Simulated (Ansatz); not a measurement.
ClHTe (SMILES Cl[TeH]) moved off its minimum; all values from Ansatz (a first-principles code), cores frozen in correlated methods. Elements past Kr take the def2 small-core potentials, without spin–orbit coupling.
(charge 0, multiplicity 1)
```xyz
3

Te    -0.27928    -0.30902     0.43145
H     -1.42267    -0.88991    -0.66613
Cl     0.96472     0.94442    -1.11743
```

Q: Give the forces (eV/Å), the total energy and the dipole at CCSD(T)/def2-TZVPPD.

A: 
```tsv
atom	Fx	Fy	Fz
Te1	-0.274	-0.185	-0.063
H2	0.312	0.192	0.152
Cl3	-0.038	-0.008	-0.089
```
Energy -727.4789 hartree, dipole 1.79 D.
